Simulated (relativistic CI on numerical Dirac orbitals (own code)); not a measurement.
Cr²⁺ in a cubic cluster: 3p photoemission with charge transfer

Computed with a charge-transfer multiplet model of a cubic metal-ligand cluster with up to one ligand hole, Slater and spin-orbit integrals from Dirac-Coulomb-Breit ions, Slater integrals scaled by 0.7. The ground state mixes d4 with configurations of k ligand holes L, whose averages lie at kΔ + k(k − 1)U_dd/2; a core hole lowers each added d electron by U_cd. 300 K, Lorentzian 0.9 eV and Gaussian 0.8 eV FWHM.

Atomic integrals in eV (Slater integrals scaled, ζ unscaled), ground: F2dd 6.716, F4dd 4.172, zeta_d 0.027; with the core hole: F2dd 7.561, F4dd 4.735, zeta_d 0.032, zeta_core 0.680, F2cd 8.184, G1cd 10.165, G3cd 6.187.

Cluster parameters (eV): Δ = 7.3, U_dd = 5.4, U_cd = 6.6, 10Dq = 0.3, 10Dq(ligand) = 1.5, final-state hopping factor = 1.

| Case | n_d | d4 | d5L | S |
| --- | --- | --- | --- | --- |
| V(eg) = 1.15 eV, V(t2g) = -0.53 eV | 4.08 | 0.92 | 0.08 | 2.00 |
| V(eg) = 2.05 eV, V(t2g) = -0.94 eV | 4.18 | 0.82 | 0.18 | 2.00 |
| V(eg) = 2.35 eV, V(t2g) = -1.08 eV | 4.20 | 0.80 | 0.20 | 2.00 |

Weights, n_d and S are thermal averages at 300 K. Binding energies count from the first peak over 30 % of the highest in each spectrum, which can be another peak from case to case. The parameters are a model scan and need not match a compound or its usual spin state. Peaks in eV (height, largest 100):
- V(eg) = 1.15 eV, V(t2g) = -0.53 eV: 0.0 (100), 3.4 (94), 4.9 (81), 13.8 (32), 15.8 (25), 19.0 (24), 21.9 (9)
- V(eg) = 2.05 eV, V(t2g) = -0.94 eV: 0.0 (100), 3.4 (45), 12.2 (22), 14.3 (18), 16.4 (25), 19.8 (8), 24.9 (5)
- V(eg) = 2.35 eV, V(t2g) = -1.08 eV: 0.0 (100), 3.1 (39), 12.8 (25), 14.7 (16), 16.5 (25), 20.2 (6)

For the case V(eg) = 2.05 eV, V(t2g) = -0.94 eV, Δ = 7.3 eV is larger than U_dd = 5.4 eV, the Mott-Hubbard side of the Zaanen-Sawatzky-Allen scheme. With the core hole the average of the configuration with one ligand hole lies at Δ − U_cd = 0.7 eV before mixing: the effective hopping of about 3.8 eV (from the holes of the mixed ground state) is comparable with this gap or larger, so the configurations mix strongly.

With at most 1 ligand hole the space is cut while the next configuration still counts, so covalency is underestimated, and a final configuration with one more ligand hole, which can lie low, is missing from the spectra.
